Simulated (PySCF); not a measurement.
silanone (H₂OSi), SMILES O=[SiH2]. The structure is a stationary point at PBE-D3(BJ)/def2-TZVP.

Computed equilibrium geometry at PBE-D3(BJ)/def2-TZVP (PySCF confirms it by a frequency run) as a Z-matrix, and its point group:
point group C2v.
```
Si
O 1 1.5354
H 1 1.4976 2 124.03
H 1 1.4976 3 111.95 2 180.00
```
Charge 0, spin multiplicity 1.
